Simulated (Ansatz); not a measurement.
Stepwise reaction of `C[O][SnH3]` with water, as a gas-phase model of exchange steps in deposition or etching. ΔE in kJ/mol.

Gas-phase electronic energies from Ansatz, PBE0-D4/def2-TZVP geometries. CCSD(T)/CBS is the MP2 limit (def2-TZVPP, def2-QZVPP) plus CCSD(T) − MP2 in def2-TZVPP, frozen cores. This one scheme is used for every species. Functionals use def2-TZVPP. B3LYP here is the variant with VWN-RPA as its local correlation; programs differ in this. Elements past krypton have def2 core potentials. For Sn outer-core shells are correlated without core-valence functions, which leaves a few kJ/mol of doubt a bond. Each species was taken in one conformer, which may not be the lowest.

| step | reaction | PBE-D4 | B3LYP-D4 | ωB97M-V | CCSD(T)/CBS |
| --- | --- | --- | --- | --- | --- |
| 1 | `C[O][SnH3]` + H₂O → `C[O][SnH2][OH]` + H₂ | -3.5 | -4.8 | -2.2 | -7.0 |
| 2 | `C[O][SnH2][OH]` + H₂O → `C[O][SnH]([OH])[OH]` + H₂ | -18.7 | -18.2 | -16.3 | -20.1 |

Task: By hand: ΔE of the 2 steps together at CCSD(T)/CBS.

Result: (-7.0) + (-20.1) = -27.1 kJ/mol, or -13.6 kJ/mol a step.

In ΔE each step is lower than the one before. All are downhill at CCSD(T)/CBS. PBE-D4 differs from CCSD(T)/CBS by 1.4 to 3.5 kJ/mol a step. Isolated molecules leave out the surface, adducts and barriers. Largest T1 diagnostic: 0.014.
